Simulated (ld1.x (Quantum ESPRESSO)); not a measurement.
# Transferability test, TM potential for zinc (Zn)

* Element: zinc (Zn)
* Generator: ld1.x (Quantum ESPRESSO) 7.5
* Type: norm-conserving Troullier–Martins (Kleinman–Bylander form)
* Functional: LDA (PZ)
* Relativity: scalar-relativistic
* Frozen core: [Ar]
* Valence charge: 12
* Reference configuration: 3d10 4s1 4p0 (charge +1)
* Partial waves: 4s (bound): rc 1.55 bohr; 3d (bound): rc 1.30 bohr; 4p (bound, empty): rc 2.25 bohr
* Local potential: the p channel
* Core correction: none

Energies are relative to the spin-unpolarised reference configuration 3d10 4s1 4p0; without spin polarisation the order of configurations can differ from experiment. Spin-polarised rows fill each open shell by Hund’s rule, majority spin first. Not all tests gave a result: 1 of 9 tests not solved or not reliable. The frozen-core shift is the all-electron ΔE with the core orbitals held at their reference shape minus the fully relaxed ΔE.

```csv
valence configuration,charge,ΔE all-electron (eV),error AE − PS (meV),frozen-core shift (meV)
3d10 4s0 4p0,+2,18.769,0.0,+4.0
3d9 4s0 4p0,+3,59.659,-429,+172
3d8 4s0 4p0,+4,121.807,-1998,+994
3d10 4s1 4p1,0,-5.006,-1.3,-0.4
3d9 4s2 4p1,0,2.165,-515,+130
3d10 4s1 4p0 (spin-polarised),+1,-0.248,+6.1,+0.4
3d9 4s0 4p0 (spin-polarised),+3,59.387,-255,+171
```

**Question.** What are ΔE and the potential's error for 3d10 4s1.5 4p0?

**Answer.** ΔE = -6.112 eV all-electron; the error (AE − PS) is -1.5 meV.

A variational frozen-core shift is positive and of second order in the change. This column holds negative values, so the frozen-core run of ld1.x carries numerical noise or an error of first order here, and the column gives no more than the rough size of the effect.

Note: ghost state, extra bound levels that the all-electron valence spectrum of the same l lacks: s at -202.5 eV. A true bound ghost makes a file unfit for plane-wave use.
